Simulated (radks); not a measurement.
Ar2.25+, 15.75 electrons, occupied as [Ne] 3p(up 2.5, down 2.5) 3s(up 0.75, down 0) (fractional occupations, a model configuration). Calculated with a radial shooting solver on a logarithmic mesh with Libxc functionals: scalar-relativistic Kohn-Sham, SCAN, spin-polarised, spherical densities, finite nucleus; meta-GGA in the generalised Kohn-Sham scheme; Fermi nuclear charge, rms radius 3.4274 fm.

Local quantities along the radius. ELF = 1/(1 + alpha^2) is the electron localisation function; alpha = (tau - tau_W)/tau_unif compares the Pauli kinetic energy density with that of the uniform gas (summed over spins). tau is taken from the large components.

```
   r/bohr * ELF (the largest magnitude, 1, reaches the edge; | marks zero)
 0.005056 |                                                      *
 0.005701 |                                                      *
 0.006428 |                                                      *
 0.007247 |                                                      *
 0.008106 |                                                      *
  0.00914 |                                                      *
  0.01031 |                                                      *
  0.01162 |                                                      *
   0.0131 |                                                      *
  0.01477 |                                                      *
  0.01652 |                                                      *
  0.01863 |                                                      *
    0.021 |                                                      *
  0.02368 |                                                      *
   0.0267 |                                                      *
   0.0301 |                                                      *
  0.03367 |                                                      *
  0.03796 |                                                      *
   0.0428 |                                                      *
  0.04826 |                                                     *
  0.05441 |                                                     *
  0.06086 |                                                    *
  0.06862 |                                                  *
  0.07737 |                                              *
  0.08724 |                                        *
  0.09836 |                              *
   0.1109 |                     *
    0.124 |               *
   0.1399 |             *
   0.1577 |              *
   0.1778 |                  *
   0.2005 |                         *
    0.226 |                                  *
   0.2528 |                                        *
    0.285 |                                           *
   0.3214 |                                             *
   0.3624 |                                              *
   0.4086 |                                             *
    0.457 |                                          *
   0.5152 |                                  *
   0.5809 |                    *
    0.655 |        *
   0.7385 |    *
   0.8327 |      *
   0.9314 |               *
     1.05 |                              *
    1.184 |                                       *
    1.335 |                                          *
    1.505 |                                           *
    1.697 |                                         *
    1.898 |                                      *
     2.14 |                                *
    2.413 |                       *
    2.721 |             *
    3.068 |     *
    3.459 | *
    3.869 *
    4.362 *
    4.918 *
```

On this mesh the ELF has minima near r = 0.14, 0.74 bohr, which separate the shells, and maxima near 0.36 (0.86), 1.5 (0.79).
